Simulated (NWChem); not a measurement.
System: ZnGeH4S; SMILES [SH][Zn][GeH3]

Parts of the log:

```
             Northwest Computational Chemistry Package (NWChem) 7.3.0
             --------------------------------------------------------

                             Geometry "geometry" -> ""
                             -------------------------

 Output coordinates in angstroms (scale by  1.889725989 to convert to a.u.)

  No.       Tag          Charge          X              Y              Z
 ---- ---------------- ---------- -------------- -------------- --------------
    1 Zn                  30.0000     0.00801200     0.56860500    -0.00240400
    2 S                   16.0000    -0.07026100     2.75617300     0.03860200
    3 H                    1.0000     1.21037400     2.94764900    -0.35435700
    4 Ge                  32.0000     0.00187800    -1.77937400    -0.01446400
    5 H                    1.0000     0.14672600    -2.36755300    -1.44182400
    6 H                    1.0000     1.15742500    -2.37805200     0.82880300
    7 H                    1.0000    -1.31297300    -2.35932100     0.56881800

 Effective nuclear repulsion energy (a.u.)     460.7471848439

                              NWChem Property Module
                              ----------------------

  itol2e modified to match energy
  convergence criterion.

                                 NWChem DFT Module
                                 -----------------

 Summary of "ao basis" -> "ao basis" (spherical)
 ------------------------------------------------------------------------------
       Tag                 Description            Shells   Functions and Types
 ---------------- ------------------------------  ------  ---------------------
 Zn                        def2-tzvp                16       48   6s5p4d1f
 S                         def2-tzvp                13       37   5s5p2d1f
 H                         def2-tzvp                 4        6   3s1p
 Ge                        def2-tzvp                16       48   6s5p4d1f

  itol2e modified to match energy
  convergence criterion.

[...]

          -----------------------
          Electric field gradient
          -----------------------

 1 a.u. = 0.324123 10**(16) esu/cm**3  ( or statvolts/cm**2 ) = 0.97174 10**(22) v/m**2

 ------------------------------------------------------------
   Atom      X         Y         Z
 ------------------------------------------------------------
    1 Zn   0.01514   1.07451  -0.00454
 ------------------------------------------------------------

 Electric field gradient in molecular frame (a.u.)
         XX             YY             ZZ             XY             XZ             YZ
 ------------------------------------------------------------------------------------------
       -1.414676       2.443574      -1.028898      -0.022579       0.130996       0.032341

 Principal components (a.u.) and orientation
 of principal axis w.r.t. absolute frame                      Asymmetry parameter eta
 --------------------------------------------------------------------------------------
        2.443993      -1.455200      -0.988793                       0.190838

       -0.005542       0.955688       0.294329
        0.999943       0.007976      -0.007069
        0.009103      -0.294273       0.955678

 ------------------------------------------------------------
   Atom      X         Y         Z
 ------------------------------------------------------------
    2 S   -0.13277   5.20841   0.07295
 ------------------------------------------------------------

 Electric field gradient in molecular frame (a.u.)
         XX             YY             ZZ             XY             XZ             YZ
 ------------------------------------------------------------------------------------------
       -1.366339      -0.128601       1.494940      -0.636958       0.967832       0.180813

 Principal components (a.u.) and orientation
 of principal axis w.r.t. absolute frame                      Asymmetry parameter eta
 --------------------------------------------------------------------------------------
       -1.909090       1.791667       0.117423                       0.876985

        0.896544       0.294424      -0.330942
        0.348499      -0.007677       0.937278
       -0.273417       0.955644       0.109490

 ------------------------------------------------------------
   Atom      X         Y         Z
 ------------------------------------------------------------
    3 H    2.28728   5.57025  -0.66964
 ------------------------------------------------------------

 Electric field gradient in molecular frame (a.u.)
         XX             YY             ZZ             XY             XZ             YZ
 ------------------------------------------------------------------------------------------
       -0.198814       0.102497       0.096317      -0.046886       0.099993       0.014247

 Principal components (a.u.) and orientation
 of principal axis w.r.t. absolute frame                      Asymmetry parameter eta
 --------------------------------------------------------------------------------------
       -0.236583       0.127006       0.109578                       0.073664

        0.946179       0.294390      -0.134465
        0.143029      -0.007652       0.989689
       -0.290325       0.955655       0.049347

 ------------------------------------------------------------
   Atom      X         Y         Z
 ------------------------------------------------------------
    4 Ge   0.00355  -3.36253  -0.02733
 ------------------------------------------------------------

[...]
```

Level: CAM-B3LYP/def2-TZVP. The geometry was optimised at B3LYP/6-31G* (spherical d). NWChem prints the field gradient with the sign opposite to the second derivative of the potential.

### Question
Reconstruct the input file.

### Answer
Several could match; the one computed here: the input that was run:
```
start job
memory heap 200 mb stack 900 mb global 1100 mb
geometry units angstroms noautosym nocenter noautoz
  Zn     0.008012     0.568605    -0.002404
  S     -0.070261     2.756173     0.038602
  H      1.210374     2.947649    -0.354357
  Ge     0.001878    -1.779374    -0.014464
  H      0.146726    -2.367553    -1.441824
  H      1.157425    -2.378052     0.828803
  H     -1.312973    -2.359321     0.568818
end
basis spherical
  * library def2-tzvp
end
dft
  xc xcamb88 1.00 lyp 0.81 vwn_5 0.19 hfexch 1.00
  cam 0.33 cam_alpha 0.19 cam_beta 0.46
  iterations 150
end
property
  efieldgrad
end
task dft property
```
